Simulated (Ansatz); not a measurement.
Reaction (redistribution): `[CH3][GeH]([F])[F]` + `C[S][Mg][F]` → `C[S][GeH]([F])[F]` + `[CH3][Mg][F]`

Gas-phase electronic energies from Ansatz, PBE0-D4/def2-TZVP geometries. CBS: MP2 limit from def2 TZ/QZ plus the TZ coupled-cluster correction, frozen cores. For Ge, Mg outer-core shells are correlated without core-valence functions, which leaves a few kJ/mol of doubt a bond. Scalar relativity is left out up to krypton. One conformer a species, not always the lowest.

`[CH3][GeH]([F])[F]`:

Z-matrix (Å, degrees):
```
C
Ge 1 1.922
H 1 1.090 2 110.1
H 1 1.090 2 110.1 3 120.5
H 1 1.090 2 108.9 3 -119.7
F 2 1.731 1 108.5 3 175.9
F 2 1.731 1 108.5 3 63.3
H 2 1.531 1 120.4 3 -60.4
```

`C[S][Mg][F]`:

```xyz
7

C    -1.066    0.535   -0.128
S     0.663    1.063   -0.399
Mg    1.881   -0.774    0.167
F     2.818   -2.188    0.602
H    -1.255    0.278    0.914
H    -1.697    1.385   -0.387
H    -1.343   -0.301   -0.769
```

`C[S][GeH]([F])[F]`:

Cartesian coordinates in Å:
```
C -0.122 0.369 1.518
S 0.367 -1.153 0.646
Ge 0.215 -0.388 -1.388
F -1.396 0.171 -1.673
F 0.442 -1.724 -2.449
H 0.573 1.185 1.323
H -0.084 0.126 2.579
H -1.138 0.660 1.256
H 1.144 0.752 -1.812
```

`[CH3][Mg][F]`:

Cartesian coordinates in Å:
```
C -0.576 0.516 0.118
Mg 0.947 -0.848 -0.194
F 2.242 -2.008 -0.459
H -0.769 0.663 1.185
H -0.332 1.493 -0.308
H -1.512 0.183 -0.341
```

| species | CCSD(T)/CBS(def2) energy (Eh) |
| --- | --- |
| `[CH3][GeH]([F])[F]` | -2316.24489 |
| `C[S][Mg][F]` | -737.42523 |
| `C[S][GeH]([F])[F]` | -2714.02980 |
| `[CH3][Mg][F]` | -339.61123 |

(1) Work out ΔE.

(2) What do rigid-rotor, harmonic-oscillator terms from PBE0-D4/def2-TZVP frequencies (298.15 K, 1 bar) make of the CCSD(T)/CBS value? (Estimate.)

Largest T1 diagnostic among the species: 0.012.

Answers

(1) ΔE = (-2714.02980) + (-339.61123) − (-2316.24489) − (-737.42523) = 0.02909 Eh = +0.79 eV.

(2) Computed: ΔZPE = -0.05 eV, ΔH = +0.75 eV, ΔS = -13 J/(mol·K), ΔG = +0.79 eV. Modes under 50 cm⁻¹ make the entropy rough.

Leaving LDA and LC-ωPBE aside and taking each functional with its dispersion term where it has one, the values, not all of them listed here, spread over 0.14 eV, from BLYP-D4 to PBE-QIDH. At CCSD(T), def2-SVP lies +0.08 eV from the extrapolated value and def2-TZVPP −0.01 eV. In def2-TZVPP, CCSD(T) changes the Hartree–Fock value by −0.17 eV (the triples alone add −0.03 eV) and MP2 by −0.17 eV.
